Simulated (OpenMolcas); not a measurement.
# Multiconfigurational calculation on Al I

Input:

```
&GATEWAY
Coord
1

Al 0.0 0.0 0.0
Basis=ANO-R3
Group=XYZ
NoMove
AngMom=0.0 0.0 0.0
AMFI
&SEWARD
&RASSCF
FileOrb=start.orb
Symmetry=2
Spin=2
nActEl=1 0 0
Inactive=3 3
Ras2=0 3
CIRoot=3 3 1
SDav=3
CIMx=300
Iter=120 100
PrWF=0.3
OrbListing=Nothing
MaxOrb=0
Atom
>>> COPY $Project.JobIph JOB001
&RASSI
NrOfJobIphs=1 3
1 2 3
IphNames
JOB001
EJob
SpinOrbit
DIPRint=1.0
SOCoupling=1000.0
Subsets=2
MEES
Property=10
'ANGMOM' 1 'ANGMOM' 2 'ANGMOM' 3 'MLTPL  1' 1 'MLTPL  1' 2 'MLTPL  1' 3
'AMFI' 1 'AMFI' 2 'AMFI' 3 'MLTPL  2' 6
SOProperty=3
'ANGMOM' 1 'ANGMOM' 2 'ANGMOM' 3
```

Launched by
```bash
OMP_NUM_THREADS=1 MOLCAS_MEM=2252 MOLCAS_PROJECT=a pymolcas a.inp > a.log  # once for each step of the input, in one work folder
```

A driver script runs the steps one by one and writes start.orb anew before each from the orbitals found so far.

Output, cut to the results:

```
--- SEWARD ---
Basis set label: AL.ANO-R...6S5P4D2F1G.

      Electronic valence basis set:
      ------------------
      Associated Effective Charge  13.000000 au
      Associated Actual Charge     13.000000 au
      Nuclear Model: Finite nucleus - Gaussian distribution
        Gaussian exponent, Xi/bohr**(-2):  4.43360E+08

      Shell  nPrim  nBasis  Cartesian Spherical Contaminant
         s      16       6        X
         p      11       5        X
         d       7       4                 X
         f       5       2                 X
         g       1       1                 X
                  Relativistic X2C integrals
                  Atomic mean-field integrals
--- RASSCF ---
Wave function specifications:
      -----------------------------

      Number of closed shell electrons          12
      Number of electrons in active shells       1
      Max number of holes in RAS1 space          0
      Max nr of electrons in RAS3 space          0
      Number of inactive orbitals                6
      Number of active orbitals                  3
      Number of secondary orbitals              55
      Spin quantum number                      0.5
      State symmetry                             2
Orbital specifications:
      -----------------------

      Symmetry species                           1   2
                                                ag  au
      Frozen orbitals                            0   0
      Inactive orbitals                          3   3
      Active orbitals                            0   3
      RAS1 orbitals                              0   0
      RAS2 orbitals                              0   3
      RAS3 orbitals                              0   0
      Secondary orbitals                        32  23
      Deleted orbitals                           0   0
      Number of basis functions                 35  29
      Number of CSFs                             3
      Number of root(s) required                 3
      Iter CI   SX   CI       RASSCF       Energy    max ROT     max BLB   max BLB  Level Ln srch  Step   QN
          iter iter root      energy       change     param      element    value   shift minimum  type update
 Nr of preliminary CI iterations:   1
        1   1   11    0  -242.30794381    0.00E+00   4.97E-02    3   5 1  5.34E-02*  0.06   0.00    SX    NO
        2   1   11    0  -242.31205065   -4.11E-03*  8.66E-03    3   9 2 -9.19E-03*  0.05   0.00    SX    NO
        3   1   11    0  -242.31223508   -1.84E-04* -3.26E-03    3   4 1 -3.36E-03*  0.04   0.00    SX    NO
        4   1   10    0  -242.31225676   -2.17E-05*  1.21E-03    3   4 1 -1.24E-03*  0.04   0.00    SX    NO
        5   1   10    0  -242.31225994   -3.18E-06*  6.61E-04    3   4 1 -4.98E-04*  0.04   1.55    LS   YES
        6   1   10    0  -242.31226039   -4.55E-07*  1.63E-04    2   8 2  4.86E-04*  0.04   1.00    QN   YES
        7   1    9    0  -242.31226050   -1.12E-07* -2.68E-05    2   6 1 -1.05E-04*  0.04   0.84    QN   YES
        8   1    3    0  -242.31226051   -4.65E-09   7.88E-07    2   6 1 -2.15E-06   0.04   1.01    QN   YES
      Convergence after  8 iterations
        9   1    3    0  -242.31226051   -4.92E-12   7.88E-07    3   6 1 -5.04E-07   0.04   1.01    QN   YES
      Natural orbitals and occupation numbers for root  1
      sym 2:   1.000000   0.000000   0.000000
      Natural orbitals and occupation numbers for root  2
      sym 2:   0.000000   1.000000   0.000000
      Natural orbitals and occupation numbers for root  3
      sym 2:   0.000000   0.000000   1.000000
::    RASSCF root number  1 Total energy:   -242.31226051
::    RASSCF root number  2 Total energy:   -242.31226051
::    RASSCF root number  3 Total energy:   -242.31226051

--- RASSI ---
SPIN-FREE ENERGIES:
  (Shifted by EMIN (a.u.) =       -242.3122605091)

 SF State       Relative EMIN(au)   Rel lowest level(eV)    D:o, cm**(-1)      L_eff

     1             0.0000000000        0.0000000000              0.0000         1.0
     2             0.0000000000        0.0000000000              0.0000         1.0
     3             0.0000000000        0.0000000000              0.0000         1.0
     Dipole printing threshold changed to   1.00000000E+00
Eigenvalues of complex Hamiltonian:
   -----------------------------------
  (Shifted by EMIN (a.u.) =       -242.3122605091)

 SO State       Relative EMIN(au)   Rel lowest level(eV)    D:o, cm**(-1)     J-value

     1            -0.0002828016        0.0000000000              0.0000         0.4
     2            -0.0002828016        0.0000000000              0.0000         0.4
     3             0.0001414008        0.0115431352             93.1017         1.4
     4             0.0001414008        0.0115431352             93.1017         1.4
     5             0.0001414008        0.0115431352             93.1017         0.8
     6             0.0001414008        0.0115431352             93.1017         0.8
Weights of the five most important spin-orbit-free states for each spin-orbit state.

 SO State  Total energy (au)           Spin-free states, spin, and weights
 -------------------------------------------------------------------------------------------------------
    1        -0.000283       3 0.5  0.3333    2 0.5  0.3333    1 0.5  0.3333
    2        -0.000283       3 0.5  0.3333    2 0.5  0.3333    1 0.5  0.3333
    3         0.000141       3 0.5  0.6667    2 0.5  0.1667    1 0.5  0.1667
    4         0.000141       3 0.5  0.6667    2 0.5  0.1667    1 0.5  0.1667
    5         0.000141       2 0.5  0.5000    1 0.5  0.5000    3 0.5  0.0000
    6         0.000141       2 0.5  0.5000    1 0.5  0.5000    3 0.5  0.0000
...
```

The J values that RASSI prints are effective ones from its own formula and need not be integers or half-integers; the table below assigns J from the states.

Levels above the lowest, from the spin-orbit matrix, grouped by J:

```csv
Configuration,Term,J,E (cm-1),Measured (cm-1),g,Term weight %
3s2 3p,2P*,1/2,0.0,0.0,0.666,100
3s2 3p,2P*,3/2,93.1,112,1.334,100
```

Against the measured value (NIST Handbook of Basic Atomic Spectroscopic Data): 3s2 3p 2P* 3/2: computed 93.1, measured 112 cm-1 (-16.9 %).

With one active electron the reference holds no correlation, so core polarisation is missing. Computed and measured levels are paired by configuration, term and J; levels that our copy of the source lacks, or whose pairing is in doubt (as where it misses far off the trend of its configuration), stay unpaired and out of the deviations. Only configurations of the active space appear.

The term weight is that of the spin-free term in the level, not the purity of its configuration. * marks odd parity.
